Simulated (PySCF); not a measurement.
Compound: C5H3FOS.
Bonds: O1–C2 (double), C2–C3, C3–C4 (double), C4–S5, S5–C6, C6–C7 (double), C7–F8, C2–C7. Hydrogens: H9 on C3; H10 on C4; H11 on C6.

The same species was optimised twice, with GFN2-xTB and with PBE0-D3(BJ)/def2-SVP (PySCF), and the same property calculations (PySCF, gas phase) were run on both structures.

```csv
coordinate,GFN2-xTB,PBE0-D3(BJ)/def2-SVP,change
C7–F8 (Å),1.344,1.322,-0.022
C3–C4 (Å),1.339,1.352,+0.013
C6–C7 (Å),1.343,1.351,+0.008
C2–C7 (Å),1.470,1.477,+0.007
C2–C3 (Å),1.460,1.464,+0.004
C4–S5 (Å),1.723,1.719,-0.004
S5–C6 (Å),1.719,1.722,+0.003
O1=C2 (Å),1.217,1.217,0.000
C6–C7–F8 (°),117.2,119.0,+1.8
O1–C2–C7 (°),122.5,121.3,-1.2
C2–C7–C6 (°),127.2,126.1,-1.1
C3–C2–C7 (°),114.8,115.5,+0.7
S5–C6–C7 (°),124.6,125.3,+0.7
C2–C7–F8 (°),115.6,115.0,-0.6
O1–C2–C3 (°),122.7,123.2,+0.5
C2–C3–C4 (°),126.3,125.8,-0.5
```

Rotational constants: A = 3000, B = 1616, C = 1050 MHz (GFN2-xTB) against A = 3028, B = 1604, C = 1049 MHz (PBE0-D3(BJ)/def2-SVP). Point groups within 0.08 Å: Cs and Cs.

On the GFN2-xTB structure: lowest singlet, TDDFT (eV) 3.74 [B3LYP/def2-SVPD]; lowest triplet, Tamm–Dancoff (eV) 3.07 [B3LYP/def2-SVPD]; isotropic polarisability (au) 81.7 [B3LYP/def2-SVPD]; HOMO (eV) -7.02 [B3LYP/def2-SVPD]; LUMO (eV) -2.18 [B3LYP/def2-SVPD]; dipole (D) 5.11 [B3LYP/def2-SVPD]; HOMO (eV) -7.18 [PBE0/pcSseg-1]; LUMO (eV) -1.94 [PBE0/pcSseg-1]; dipole (D) 4.77 [PBE0/pcSseg-1]; GIAO shielding of O1 (ppm) -234.5 [PBE0/pcSseg-1]; GIAO shielding of C2 (ppm) 13.8 [PBE0/pcSseg-1]; GIAO shielding of C3 (ppm) 44.6 [PBE0/pcSseg-1]; GIAO shielding of C4 (ppm) 45.5 [PBE0/pcSseg-1]; GIAO shielding of S5 (ppm) 387.7 [PBE0/pcSseg-1]; GIAO shielding of C6 (ppm) 63.8 [PBE0/pcSseg-1]; GIAO shielding of C7 (ppm) 19.7 [PBE0/pcSseg-1]; GIAO shielding of F8 (ppm) 280.2 [PBE0/pcSseg-1].

Question: What do these properties become on the PBE0-D3(BJ)/def2-SVP structure?

Answer: 
```csv
property,level,on GFN2-xTB,on PBE0-D3(BJ)/def2-SVP,change
"lowest singlet, TDDFT (eV)",B3LYP/def2-SVPD,3.74,3.75,+0.01
"lowest triplet, Tamm–Dancoff (eV)",B3LYP/def2-SVPD,3.07,3.07,0.00
isotropic polarisability (au),B3LYP/def2-SVPD,81.7,82.3,+0.6
HOMO (eV),B3LYP/def2-SVPD,-7.02,-6.97,+0.05
LUMO (eV),B3LYP/def2-SVPD,-2.18,-2.15,+0.03
dipole (D),B3LYP/def2-SVPD,5.11,5.02,-0.09
"energy, GFN2-xTB geometry as zero (kcal/mol)",B3LYP/def2-SVPD,0.0,-0.3,-0.3
HOMO (eV),PBE0/pcSseg-1,-7.18,-7.13,+0.05
LUMO (eV),PBE0/pcSseg-1,-1.94,-1.90,+0.04
dipole (D),PBE0/pcSseg-1,4.77,4.68,-0.09
"energy, GFN2-xTB geometry as zero (kcal/mol)",PBE0/pcSseg-1,0.0,-0.2,-0.2
GIAO shielding of O1 (ppm),PBE0/pcSseg-1,-234.5,-232.3,+2.2
GIAO shielding of C2 (ppm),PBE0/pcSseg-1,13.8,12.9,-0.9
GIAO shielding of C3 (ppm),PBE0/pcSseg-1,44.6,43.2,-1.4
GIAO shielding of C4 (ppm),PBE0/pcSseg-1,45.5,43.3,-2.2
GIAO shielding of S5 (ppm),PBE0/pcSseg-1,387.7,387.1,-0.6
GIAO shielding of C6 (ppm),PBE0/pcSseg-1,63.8,64.2,+0.4
GIAO shielding of C7 (ppm),PBE0/pcSseg-1,19.7,19.2,-0.5
GIAO shielding of F8 (ppm),PBE0/pcSseg-1,280.2,283.4,+3.2
```

The heavy atoms differ by 0.014 Å rms after alignment. Among bonds between heavy atoms C7–F8 changes most (-0.022 Å). Changes are differences of the printed values. Neither structure is proved a minimum here.
